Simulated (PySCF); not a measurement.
A PySCF script (with the pyscf-properties extension) for the NMR shieldings of `InChI=1S/C4H11BOSi/c1-2-3-6-7-4-5/h2H,1,3-5,7H2`, on a GFN2-xTB geometry:

```python
import basis_set_exchange as bse
import numpy as np
from pyscf import gto, dft
from pyscf.prop import nmr

atoms = """
B    -2.673132    1.111943    0.156395
C    -2.674462   -0.205618   -0.650245
Si   -1.156693   -1.223918   -0.105402
O     0.111418   -0.277248   -0.434955
C     1.477760   -0.564094   -0.303297
C     2.287573    0.563435   -0.864690
C     3.359319    1.073872   -0.289866
H    -2.184350    2.081964   -0.279478
H    -3.144466    1.139237    1.229113
H    -2.607926   -0.073688   -1.728433
H    -3.523584   -0.853521   -0.443904
H    -1.185785   -1.596316    1.315407
H    -1.089495   -2.474171   -0.881473
H     1.706251   -1.489198   -0.852755
H     1.723255   -0.733137    0.751589
H     1.917450    0.949390   -1.804047
H     3.917942    1.875112   -0.741694
H     3.730167    0.702272    0.651319
"""
names = dict.fromkeys(["B", "C", "Si", "O", "H"], "pcSseg-1")
basis = {el: gto.basis.parse(bse.get_basis(n, elements=[el], fmt="nwchem")) for el, n in names.items()}
mol = gto.M(atom=atoms, basis=basis, charge=0, verbose=0)
mf = dft.RKS(mol, xc="PBE0")
mf.grids.level = 2
mf.grids.alignment = dft.numint.BLKSIZE   # the property module wants whole blocks of grid points
mf.conv_tol = 1e-9
mf.kernel()

calc = nmr.RKS(mf)   # GIAO
C = mf.mo_coeff
Co = C[:, mf.mo_occ > 0]
resp = mf.gen_response(singlet=True, hermi=2)
def vind(x):   # induced exchange potential for any number of trial vectors
    d = np.einsum("pi,xij,qj->xpq", C, 2 * x.reshape(-1, C.shape[1], Co.shape[1]), Co, optimize=True)
    return np.einsum("xpq,pi,qj->xij", resp(d - d.transpose(0, 2, 1)), C, Co, optimize=True).ravel()
mo1, _ = nmr.rhf.solve_mo1(calc, with_cphf=vind)
sigma = calc.kernel(mo1)
for i, s in enumerate(sigma):   # ppm
    print("%2d %-2s %9.2f" % (i, mol.atom_pure_symbol(i), np.trace(s) / 3))
```

Question: What are the results?

Answer: 
```
 0 B      15.34
 1 C     157.24
 2 Si    373.87
 3 O     299.14
 4 C     115.69
 5 C      39.19
 6 C      65.95
 7 H      23.95
 8 H      23.80
 9 H      29.14
10 H      30.40
11 H      26.61
12 H      26.47
13 H      27.19
14 H      27.60
15 H      25.33
16 H      26.34
17 H      26.32
```

These numbers come from an equivalent density-fitted implementation of the same equations, which agrees with the script to about 0.01 ppm for H and up to a few tenths of a ppm for heavy atoms, so last digits may differ.

Size and cost of the density-fitted run: 181 basis functions, 50 s wall time on 1 thread of an Arm Neoverse N1, shared host; peak memory 0.81 GiB.
